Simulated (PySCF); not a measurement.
C₄H₆ClF, SMILES C/C(F)=C(\C)Cl.

Geometry optimised at B3LYP-D3(BJ)/def2-SVP.

Two levels are set side by side: TDDFT-PBE/def2-SVPD (PySCF) and TDDFT-CAM-B3LYP/def2-SVPD (PySCF). Vertical, same geometry. The lowest singlet is HOMO→LUMO+1 97 % with PBE and HOMO→LUMO+2 67 %, HOMO→LUMO 17 % with the other functional; states are paired by order. Differences are taken from unrounded values.

```tsv
quantity	TDDFT-CAM-B3LYP	TDDFT-PBE	TDDFT-PBE minus TDDFT-CAM-B3LYP
lowest singlet excitation (eV)	6.02	5.39	-0.63
lowest triplet excitation (TDA) (eV)	4.12	4.14	0.02
first bright state (f over 0.05) (eV)	6.90	6.34	-0.56
its oscillator strength	0.48	0.36	-0.12
```

A lower first singlet is the usual sign of a functional without exact exchange. Differences between two approximate levels are no errors against the true value.

Rough cost on one machine, each run with all the roots and properties that it gave: TDDFT-CAM-B3LYP against TDDFT-PBE about 7 times.
